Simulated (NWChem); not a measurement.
## silacyclobutane (C3H8Si)

```xyz
12

C     -1.0020    -0.9058     0.0000
C     -0.1456    -0.3997    -1.2064
Si     0.6468     0.8460     0.0000
C     -0.1456    -0.3997     1.2064
H     -1.2009    -1.9913     0.0000
H     -1.9825    -0.4013     0.0000
H      0.5849    -1.1606    -1.5285
H     -0.7046    -0.0655    -2.0928
H     -0.0028     2.1919     0.0000
H      2.1294     1.0413     0.0000
H      0.5849    -1.1606     1.5285
H     -0.7046    -0.0655     2.0928
```
Charge 0, spin multiplicity 1.

The numbers come from NWChem runs, not from measurements. The geometry was optimised at B3LYP/def2-SVP, a minimum by its harmonic frequencies. It is one conformer; others weren't searched.

Symmetry labels belong to the abelian group Cs used in the runs, with the axes of the coordinates shown.

B3LYP has NWChem's definition, with VWN1-RPA local correlation. The Pople sets run with spherical d functions.

List the lowest 4 singlet excitations that TD-B3LYP/6-31+G* (spherical d), VWN1-RPA local correlation gives, with oscillator strengths.


```tsv
state	symmetry	energy (eV)	wavelength (nm)	f
1	a"	6.50	191	0.014
2	a'	6.73	184	0.007
3	a"	7.00	177	0.032
4	a'	7.00	177	0.079
```
